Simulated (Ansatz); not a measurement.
**Energy profile**

The step: BNH₃OF ([NH2][B]([OH])[F]) → BOF + NH₃ (still joined by a long B–N bond); bonds formed: N2–H4; bonds broken: O3–H4; bonds weakened to dative contacts: B1–N2 (atoms numbered as in the saddle structure below).

B1  (-0.512, 0.529, 0.375)
N2  (0.501, -0.529, -0.183)
O3  (-0.961, 1.081, -0.708)
H4  (-0.062, 0.134, -1.067)
F5  (-0.729, 0.681, 1.674)
H6  (1.488, -0.385, -0.010)
H7  (0.274, -1.511, -0.081)
(Å)

Electronic energies by CCSD(T) at an estimated basis limit (MP2 extrapolated from triple and quadruple zeta, plus CCSD(T) − MP2 in triple zeta), on PBE0-D4/def2-TZVP structures; BNH$_{3}$OF, closed shell; no counterpoise correction. Ansatz 0.2.0; basis: def2-TZVPP and def2-QZVPP; cores frozen in the correlated methods. Extrapolation: Hartree–Fock as exp(−7.88 √X), correlation as X^−2.97.

Task: Give the profile in eV, counted from the start structure. (To be estimated.)

Result: By the calculation:
```tsv
point	eV
start structure	0.000
saddle	2.199
end structure	1.362
separated: BOF (linked as [O][B][F]; B1, O3, F5; singlet) + NH$_{3}$ (N2, H4, H6, H7; singlet)	2.144
```

No T1 diagnostic of these runs exceeds 0.016.

For scale, one of the runs: CCSD(T)/def2-TZVPP, 166 basis functions, launched by `ansatz run in.yaml --threads 2 --pin off --events-out ev --progress --plain --max-ram 4352MiB`. The run took 21 s on 2 CPU threads of an Intel Xeon 6975P-C (shared host), with 1.6 GiB of host memory at its peak.
